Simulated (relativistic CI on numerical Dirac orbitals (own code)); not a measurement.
# Zn⁴⁺: 2p photoemission

Computed with this model: Dirac-Coulomb-Breit CI, KLI orbitals optimised for each configuration, a model potential for QED, valence Slater integrals scaled by 0.8, multiplet model of photoemission in the sudden approximation; configurations [Ar] 3d8 → [He] 2s2 2p5 3s2 3p6 3d8; 300 K; Lorentzian 0.5 eV and Gaussian 0.6 eV FWHM. Energies are those of the free ion, without screening or charge transfer. The energies are binding energies and can lie tens of eV above those of solids. S is read from ⟨S²⟩ = S(S + 1).

Field parameters in Wybourne normalisation: D4h B²₀ = −7Ds, B⁴₀ = 21(Dq − Dt), B⁴₄ = 21√(5/14) Dq; Oh B⁴₀ = 21Dq, B⁴₄ = √(5/14) B⁴₀. The field is a parameter set, without covalency.

free ion: ground-state S = 1.00, centroid 1111.22 eV. Peaks (eV, height): 1100.7 (82), 1102.0 (39), 1103.5 (64), 1107.0 (41), 1108.5 (7), 1127.6 (100), 1130.2 (8).

Oh, 10Dq = 16250 cm⁻¹: ground-state S = 1.00, centroid 1111.28 eV. Peaks (eV, height): 1101.5 (100), 1103.0 (75), 1104.7 (26), 1107.0 (18), 1109.0 (8), 1126.2 (41), 1127.0 (58), 1128.3 (25).

D4h, 10Dq = 8050, Ds = -1230, Dt = 30 cm⁻¹: ground-state S = 1.00, centroid 1111.27 eV. Peaks (eV, height): 1101.1 (100), 1102.7 (75), 1104.0 (48), 1107.5 (22), 1126.2 (38), 1127.5 (64), 1130.1 (7).

D4h, 10Dq = 27350, Ds = 500, Dt = -430 cm⁻¹: ground-state S = 1.00, centroid 1111.29 eV. Peaks (eV, height): 1101.8 (100), 1103.2 (77), 1105.9 (15), 1107.2 (18), 1126.2 (40), 1127.2 (62), 1129.6 (12).

D4h, 10Dq = 33150, Ds = 1710, Dt = -590 cm⁻¹: ground-state S = 1.00, centroid 1111.29 eV. Peaks (eV, height): 1101.8 (100), 1103.3 (77), 1105.7 (12), 1107.1 (18), 1126.3 (39), 1127.2 (62), 1129.8 (9).

Oh, 10Dq = 12400 cm⁻¹: ground-state S = 1.00, centroid 1111.28 eV. Peaks (eV, height): 1101.3 (100), 1102.9 (74), 1104.4 (33), 1107.1 (18), 1108.5 (11), 1126.2 (42), 1126.8 (51), 1127.8 (42).

Strongest unbroadened transitions for D4h, 10Dq = 8050, Ds = -1230, Dt = 30 cm⁻¹:

```csv
Energy (eV),Relative strength
1101.10,100.0
1101.11,38.7
1101.12,63.2
1101.17,99.7
1102.57,32.9
1102.60,53.9
1102.63,21.5
1102.69,57.2
1103.90,54.9
1103.93,32.0
1107.53,27.7
1125.94,83.5
1126.50,23.6
1126.60,34.1
1127.11,33.2
1127.40,63.0
1127.51,53.2
1127.93,29.1
```
